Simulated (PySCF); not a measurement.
# Assigning NMR signals

Molfile (atoms numbered from 1):
```
C2H9FO2Si2
     RDKit          3D

 16 15  0  0  0  0  0  0  0  0999 V2000
   -3.6977   -0.1887   -0.9154 F   0  0  0  0  0  0  0  0  0  0  0  0
   -3.0270    0.3519    0.4466 Si  0  0  0  0  0  4  0  0  0  0  0  0
   -1.4348    0.1620    0.3629 O   0  0  0  0  0  0  0  0  0  0  0  0
   -0.6385   -0.9701    0.1989 C   0  0  0  0  0  0  0  0  0  0  0  0
    0.6888   -0.6771    0.3998 O   0  0  0  0  0  0  0  0  0  0  0  0
    1.2515    0.1836   -0.5885 C   0  0  0  0  0  0  0  0  0  0  0  0
    3.0507    0.4691   -0.0361 Si  0  0  0  0  0  4  0  0  0  0  0  0
   -3.6650   -0.4560    1.4723 H   0  0  0  0  0  0  0  0  0  0  0  0
   -3.1463    1.7905    0.4713 H   0  0  0  0  0  0  0  0  0  0  0  0
   -0.8084   -1.3737   -0.8164 H   0  0  0  0  0  0  0  0  0  0  0  0
   -0.9020   -1.7313    0.9431 H   0  0  0  0  0  0  0  0  0  0  0  0
    1.1766   -0.2958   -1.5737 H   0  0  0  0  0  0  0  0  0  0  0  0
    0.6803    1.1161   -0.6374 H   0  0  0  0  0  0  0  0  0  0  0  0
    3.7479   -0.8161   -0.0297 H   0  0  0  0  0  0  0  0  0  0  0  0
    3.6726    1.3770   -1.0058 H   0  0  0  0  0  0  0  0  0  0  0  0
    3.0437    1.0676    1.2966 H   0  0  0  0  0  0  0  0  0  0  0  0
  1  2  1  0
  2  3  1  0
  3  4  1  0
  4  5  1  0
  5  6  1  0
  6  7  1  0
  2  8  1  0
  2  9  1  0
  4 10  1  0
  4 11  1  0
  6 12  1  0
  6 13  1  0
  7 14  1  0
  7 15  1  0
  7 16  1  0
M  END
```

- GFN2-xTB structure
- GIAO PBE0/pcSseg-1 shieldings
- code: PySCF 2.14
- non-relativistic, in vacuum, rapidly exchanging positions averaged, one conformer

δ = σ(ref) − σ, references computed at the same level: 13C (σref 186.93) and 1H (σref 31.72) against TMS.

Task: Assign these signals to the numbered atoms. 13C{1H} NMR (computed): δ 95.2, 56.9.

Result: 
95.2 → C4, sp3 carbon bearing two oxygens: 2 electronegative neighbours deshield it
56.9 → C6, sp3 CH2 bonded to O and Si: the inductive effect lowers its shielding

Task: Assign these signals to the numbered atoms. 1H NMR (600 MHz, computed): δ 5.31 (s, 2H), 4.85 (m, 2H), 3.99 (t, 3H), 3.71 (q, 2H).

Result: 
5.31 → H10/H11, hydrogen on an sp3 carbon bearing two oxygens: its carbon carries O, an electronegative neighbour
4.85 → H8/H9, hydrogen on a silicon bonded to F, O
3.99 → H14/H15/H16, hydrogen on a silicon bonded to C
3.71 → H12/H13, hydrogen on an sp3 CH2 bonded to O and Si: its carbon carries O, an electronegative neighbour

Splittings by 19F in the carbon and heteronuclear signals aren't shown, as no couplings were computed. Shifts are as computed. Against solution values, carbons near 30 ppm lie about +3 ppm off and those near 130 ppm about +5 ppm. Of 1309 compounds with measured shifts, 239 miss one by over three times the rms of a fit or turn the order of signals round; such compounds aren't used in these exercises. Multiplicities follow the n + 1 count of equivalent neighbours, as no J values were calculated; m marks all less simple cases, F and P coupling included.
